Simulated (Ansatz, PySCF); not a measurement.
**Pb(NH2)4 in two programs**

Pb(NH2)4 (singlet), relaxed with PySCF 2.14.0, RKS B3LYP, Pb def2-SVP with ECP60, N def2-SVP, H def2-SVP; non-relativistic Hamiltonian with scalar-relativistic core potentials where named; density fitting; no spin-orbit coupling:

```xyz
13

Pb    0.0713    0.0811   -0.0587
N    -0.1295   -1.3391    1.5981
H    -0.4123   -0.7879    2.4160
H     0.8105   -1.6808    1.8249
N    -0.1718   -1.0468   -1.9050
H    -0.1446   -2.0416   -1.6607
H     0.6549   -0.8737   -2.4853
N     1.8912    1.2876   -0.2387
H     2.6810    0.7004    0.0487
H     1.8267    2.0156    0.4804
N    -1.5252    1.5235    0.2521
H    -1.5657    2.1025   -0.5932
H    -2.4011    0.9906    0.2398
```

There the HOMO–LUMO gap is 4.69 eV. 

The same geometry by Ansatz 0.2.0 (PBE, PAW, a periodic box with 9 Å of vacuum):

| spin-orbit coupling | gap (eV) | largest force component (eV/Å) |
| --- | --- | --- |
| without | 2.96 | 0.14 |

(1) What does the run with spin-orbit coupling give?

The spin-orbit runs use fully relativistic datasets of their own, so changes of a few hundredths of an eV needn't come from the coupling.

No frequency check is given that shows the relaxed geometry to be a minimum, and it was reached by following one of several unstable modes of a saddle point.

The two programs differ in functional, so their gaps don't test each other.

Results:

(1) gap (eV): 2.98, largest force component (eV/Å): 0.14. It took 44 s on 2 threads of Intel(R) Xeon(R) Platinum 8375C CPU @ 2.90GHz (Ice Lake), on a shared host, peak memory 3.3 GiB.
